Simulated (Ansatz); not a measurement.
## Ligand exchange: BH(CH3)Cl + C2H3IO → BH(CH3)I + C2H3ClO

Species: BH(CH3)Cl, singlet; C2H3IO (acetyl iodide) `CC(=O)I`, singlet; BH(CH3)I, singlet; C2H3ClO (acetyl chloride) `CC(=O)Cl`, singlet. The partners trade Cl for I: B–Cl and C–I bonds give way to B–I and C–Cl.

Shapes, held fixed at every level: PBE0-D4/def2-TZVP. Programs: Ansatz 0.2.0. The zero-point and thermal change to 298 K, harmonic and unscaled (PBE0-D4/def2-TZVP), is -0.2 kJ/mol.

(1) Estimate ΔH(298 K) of this reaction.

Results:

(1) The highest level, CCSD(T)/def2-TZVPP, gives ΔH(298 K) = +27.6 kJ/mol; the levels span +27.3 to +33.8. The column of differences is taken from that level and isn't an error. No measured value is set beside it here. For atoms past krypton def2 sets carry core potentials with scalar relativity. Correlated rows may include outer-core shells of I, which these sets cover unevenly. Times are processor times on shared x86 and Arm servers, and rough.

```csv
level,kind,ΔH(298 K) (kJ/mol),less CCSD(T)/def2-TZVPP,CPU time (sum over the molecules)
PBE-D4/def2-TZVPP,GGA,+31.1,+3.5,18 s
r2SCAN-D4/def2-TZVPP,meta-GGA,+31.2,+3.6,32 s
B3LYP-D4/def2-TZVPP,global hybrid,+33.8,+6.2,25 s
r2SCAN0-D4/def2-TZVPP,global hybrid,+27.3,-0.3,31 s
wB97M-V/def2-TZVPP,range-separated hybrid,+27.3,-0.3,71 s
CCSD(T)/def2-SVP,coupled cluster or CI,+31.0,+3.4,23 s
CCSD(T)/def2-TZVPP,coupled cluster or CI,+27.6,0.0,7.5 min
```
